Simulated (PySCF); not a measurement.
Work out the structure from these simulated measurements.

Formula: C3H8OSi2.

* 1H NMR: chemical shifts (computed TMS as zero) by class: 4.98 (3 H), 4.97 (2 H), 2.01 (3 H) ppm [GIAO PBE0/pcSseg-1]
* Rotational structure: rotational constants A, B, C: 3.415, 1.128, 0.870 GHz [PBE0-D3(BJ)/def2-SVP]
* Triplet: lowest triplet excitation (Tamm–Dancoff): 4.86 eV [TDA CAM-B3LYP/def2-SVPD]
* Valence photoelectron: vertical ionisation energy: 9.93 eV [ΔSCF CAM-B3LYP/def2-SVPD]
* NMR, other nuclei: isotropic shieldings of nuclei other than C and H, by class: 327 (1 O), 390 (1 Si), 402 (1 Si) ppm [GIAO PBE0/pcSseg-1]
* UV, first state: lowest singlet excitation: 5.71 eV (217 nm, f = 0.000) [TDDFT CAM-B3LYP/def2-SVPD]
* Polarisability: 91.0 au [CAM-B3LYP/def2-SVPD]
* UV, strongest line: among the 10 lowest singlet transitions: S8 at 8.01 eV (155 nm, f = 0.625) [TDDFT CAM-B3LYP/def2-SVPD]
* 13C NMR: chemical shifts (computed TMS as zero) by class: 114.4 (1 C), 83.6 (1 C), 5.8 (1 C) ppm [GIAO PBE0/pcSseg-1]

The electronic properties come from PySCF, for the isolated species, density fitting. Levels stand in brackets. Geometry: PBE0-D3(BJ)/def2-SVP, one conformer, isolated molecule. NMR classes are plain means over equivalent atoms (diastereotopic ones count apart unless rotation or inversion swaps them), as if these changed places fast.

Question: Propose a structure and show how it fits.

Answer: Numbering: `[CH3:1][C:2]#[C:3][SiH2:4][O:5][SiH3:6]`. Its formula, C3H8OSi2, gives 2 degrees of unsaturation: 0 rings and 2 π bonds in the structure found. 3 carbons fall into 3 classes; from least to most shielded: alkyne carbon [C2] (114.4 ppm), alkyne carbon [C3] (83.6 ppm), propargylic carbon [C1] (5.8 ppm). Hydrogen classes from least to most shielded: 3 H on an oxygen-bound silicon, Si6 (4.98 ppm), 2 H on an oxygen-bound silicon, Si4 (4.97 ppm), 3 H on a propargylic carbon, C1 (2.01 ppm). The other shieldings belong to: 327 ppm, siloxane oxygen [O5]; 390 ppm, oxygen-bound silicon [Si6]; 402 ppm, oxygen-bound silicon [Si4]. The first electron is taken from the HOMO, whose largest Löwdin shares are 0.35 on an alkyne carbon, 0.33 on an alkyne carbon, 0.09 on an oxygen-bound silicon and 0.07 on the propargylic carbon. By its constants the optimised geometry is an asymmetric top. Structure: `CC#C[SiH2]O[SiH3]`. Computed isomers that give other values at the same levels: `CO[SiH2]C#C[SiH3]` (lowest singlet excitation: 5.39 eV (230 nm, f = 0.000)). The assignments are read from this structure; whether some other isomer fits the data as well wasn't checked.

The values belong to the conformer `[CH3:1][C:2]#[C:3][SiH2:4][O:5][SiH3:6]`: C3–Si4–O5–Si6 12°.
